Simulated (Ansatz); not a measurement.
Tuning the range parameter of LC-ωPBE so that −HOMO meets the ionisation energy; basis def2-TZVP, Ansatz. System: W(NH)2Cl2 (WN2Cl2H2). Charge 0, multiplicity 1. Geometry: PBE-D4/def2-SVP. The ionised state is a doublet.

Geometry of the singlet:

Cartesian coordinates in Å:
```
W -0.420 0.129 -0.225
N 1.154 0.846 -0.532
H 2.163 0.956 -0.394
N -0.271 -1.118 1.004
H 0.240 -1.695 1.679
Cl -1.096 -0.903 -2.171
Cl -1.771 1.784 0.639
```

In the def2 sets W takes a core potential; there is no spin–orbit coupling.

| ω (1/bohr) | HOMO (eV) | LUMO (eV) | vertical IE (eV) | HOMO + IE (eV) |
| --- | --- | --- | --- | --- |
| 0.1 | -8.37 | -1.83 | 9.79 | 1.42 |
| 0.15 | -8.98 | -1.34 | 9.90 | 0.92 |
| 0.2 | -9.50 | -0.99 | 10.02 | 0.53 |
| 0.3 | -10.32 | -0.58 | 10.25 | -0.07 |

(1) Where does the tuning condition hold?

## Answers

(1) Near ω = 0.29 bohr⁻¹, by linear interpolation.
